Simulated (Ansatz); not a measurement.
`C=[CH][Ga]([NH2])[SiH3]`, charge 0, multiplicity 1.

Problem. Give a relaxed structure at PBE0-D4/def2-TZVP (the Gaussian-basis code of Ansatz). (Estimate.)

Solution. The calculation gave: 
Cartesian coordinates in Å:
```
C -1.996 1.141 0.843
C -1.599 -0.124 0.712
Ga 0.138 -0.579 -0.052
N 0.540 -2.346 -0.216
Si 1.774 1.027 -0.779
H -2.962 1.411 1.266
H -1.373 1.977 0.532
H -2.282 -0.903 1.047
H -0.071 -3.094 0.064
H 1.402 -2.693 -0.600
H 1.179 2.034 -1.702
H 2.908 0.375 -1.493
H 2.342 1.774 0.379
```
This is one stationary point; other conformers may exist.
